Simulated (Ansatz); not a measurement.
The cluster MgSe2 (the lowest singlet isomer of a short search) was relaxed with PBE-D4 (def2-TZVP) in Ansatz in these states: neutral quintet, neutral singlet, neutral triplet. The geometries follow in no particular order.

A:

```xyz
3

Mg   -1.153    0.740    0.712
Se    1.138   -0.659    0.853
Se    0.015   -0.081   -1.565
```

B:

```xyz
3

Mg    0.9366   -0.5573   -0.7721
Se   -0.0786   -0.4457    1.3817
Se   -0.8580    1.0030   -0.6096
```

C:

Cartesian coordinates in Å:
```
Mg 0.818 -0.613 1.180
Se 0.528 0.243 -1.271
Se -1.346 0.370 0.091
```

Question: Judge from the bond lengths which geometry belongs to which state (an estimate).

Answer: A is the neutral quintet (Se2–Se3 2.728 Å, Mg1–Se3 2.687 Å, Mg1–Se2 2.687 Å); B is the neutral singlet (Se2–Se3 2.583 Å, Mg1–Se3 2.384 Å, Mg1–Se2 2.384 Å); C is the neutral triplet (Se2–Se3 2.321 Å, Mg1–Se3 2.614 Å, Mg1–Se2 2.611 Å).

At PBE0-D4/def2-TZVP a triplet lies 2.36 eV below the neutral quintet. At PBE0-D4/def2-TZVP a triplet lies 0.10 eV below the neutral singlet. These are the stationary points nearest to one start from a short search; other shapes may lie lower in each state.
